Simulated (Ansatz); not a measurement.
Basis sets compared for Ga₁₃N₁₄H₃₄⁺, a nanocrystal cut from wurtzite GaN (hydrogen-capped). Total charge 1; singlet. Geometry PBE-D4/def2-SVP. Ansatz on 11 threads of AMD EPYC 7R13 on a shared host and a whole NVIDIA H100 80GB HBM3; times are rough, and most runs start from earlier orbitals.

Cartesian coordinates in Å:
```
N -1.856 -1.758 -2.583
Ga -2.960 -0.504 -1.378
N -2.726 1.303 -2.199
N 0.145 0.817 -3.538
Ga -0.914 2.129 -2.355
N -1.099 -3.459 -0.183
Ga -0.208 -2.548 -1.741
Ga -2.192 -2.233 1.061
N -1.957 -0.493 0.267
Ga -3.062 0.734 1.485
N 0.896 -1.086 -1.052
Ga 1.635 -0.176 -2.619
Ga -0.125 0.150 0.146
N -0.073 1.934 -0.632
N -1.733 2.099 2.034
Ga -1.105 3.255 0.550
N 2.689 1.419 -1.991
Ga 1.671 2.741 -0.782
N -1.161 -2.221 2.772
N 1.747 -2.786 1.547
Ga 2.413 -1.929 -0.147
Ga 0.719 -1.545 2.831
N 0.724 0.141 1.898
Ga -0.276 1.392 3.178
N 3.534 -0.484 0.693
Ga 2.536 0.794 1.963
N 2.542 2.548 1.006
H -2.486 -2.538 -2.831
H -1.632 -1.352 -3.502
H -4.433 -1.044 -1.444
H -3.260 1.392 -3.076
H -3.220 1.933 -1.537
H -0.453 0.165 -4.064
H 0.565 1.390 -4.288
H -0.905 3.496 -3.127
H -1.771 -4.145 -0.564
H -0.428 -4.058 0.317
H 0.494 -3.585 -2.697
H -3.607 -2.903 1.178
H -4.162 1.373 0.520
H -3.467 -0.188 2.724
H 2.460 -1.055 -3.633
H -2.261 2.739 2.653
H -2.332 3.729 -0.354
H 0.003 4.283 1.066
H 2.968 1.959 -2.826
H 3.595 1.123 -1.603
H 1.873 4.153 -1.437
H -1.258 -3.113 3.279
H -1.679 -1.538 3.359
H 1.249 -3.662 1.337
H 2.570 -3.118 2.076
H 3.290 -2.924 -0.997
H 1.411 -1.717 4.229
H -0.864 0.427 4.307
H 0.778 2.541 3.524
H 4.092 0.002 -0.023
H 4.259 -0.943 1.268
H 3.364 0.797 3.297
H 1.968 3.158 1.619
H 3.476 2.984 1.021
```

Single mean-field runs in def2-SVP, def2-TZVP are fitted with def2-universal-jkfit.

```json
{"level": "PBE-D4/def2-SVP", "functions": "782", "energy (Eh)": "-25802.4200", "HOMO (eV)": "-8.38", "LUMO (eV)": "-4.17", "wall time": "19 s"}
{"level": "PBE0-D4/def2-SVP", "functions": "782", "energy (Eh)": "-25803.0258", "HOMO (eV)": "-9.58", "LUMO (eV)": "-3.30", "wall time": "20 s"}
```

Q: Estimate the rows for PBE-D4/def2-TZVP (with forces), PBE0-D4/def2-TZVP.

A: 
| level | functions | energy (Eh) | HOMO (eV) | LUMO (eV) | wall time |
| --- | --- | --- | --- | --- | --- |
| PBE-D4/def2-TZVP (with forces) | 1262 | -25806.5051 | -8.47 | -4.47 | 19 s |
| PBE0-D4/def2-TZVP | 1262 | -25807.0864 | -9.65 | -3.62 | 23 s |
